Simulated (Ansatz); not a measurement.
Molecule: YBr$_{2}$, net charge 0, doublet state. SMILES: [Br][Y][Br]
Geometry: optimised at B3LYP-D3(BJ)/def2-TZVP (Ansatz, an electronic-structure program).

Quantity: vertical ionisation energy to the singlet, in eV. Conventions: frozen cores in correlated levels (noble-gas shells and the d and f shells of earlier blocks); each state is the SCF solution reached for its charge and spin; def2 sets with scalar-relativistic core potentials past Kr; dispersion terms only where a functional's name holds one; STO-3G and 3-21G all-electron and non-relativistic; UHF or UKS for open shells; spin-orbit terms left out; LANL2DZ with its own core potentials from Na on. First-principles rows: single points at B3LYP-D3(BJ) geometries (Ansatz).

| level | program | vertical ionisation energy to the singlet (eV) |
|---|---|---|
| HF/LANL2DZ | Ansatz | 6.93 |
| PBE/LANL2DZ | Ansatz | 6.88 |
| B3LYP/STO-3G | Ansatz | 4.62 |
| B3LYP/3-21G | Ansatz | 6.76 |
| B3LYP/LANL2DZ | Ansatz | 7.08 |
| MP2/LANL2DZ | Ansatz | 6.57 |
| PBE0/def2-TZVPD | Ansatz | 6.73 |

No value to compare with is used here. The 6 habitual levels span 4.62 (B3LYP/STO-3G) to 7.08 eV (B3LYP/LANL2DZ); PBE0/def2-TZVPD gives 6.73.

The levels are drawn from those run, B3LYP/6-31G* more often than the rest, none by its result; left out are runs that failed, that the program found above a lower state of the same kind, or whose <S^2> lies over 0.5 above the pure value.
